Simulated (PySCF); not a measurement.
These are PBE-D3(BJ)/def2-TZVP // B3LYP-D3(BJ)/def2-TZVP in PySCF values and carry that method's errors. All species are isolated molecules in the gas phase. One relaxed conformer stands for a flexible species; it need not be the lowest. Excitations are Tamm–Dancoff values on a coarser integration grid. The basis has no diffuse functions, so Rydberg states are missing or too high.

Reference species (SMILES): `BBNB` (neutral, multiplicity 1).

```
Property                Value
-------------------  --------
LUMO                 -2.65 eV
HOMO–LUMO gap         4.25 eV
S1 excitation (TDA)   4.58 eV
```

Changed species: `BBBN`.

Question: What does the change do to the LUMO, HOMO–LUMO gap and S1 excitation (TDA)?

Answer: the LUMO rises by 0.32 eV, to -2.33 eV; the HOMO–LUMO gap falls by 0.23 eV, to 4.02 eV; the S1 excitation (TDA) decreases by 0.26 eV, to 4.32 eV.
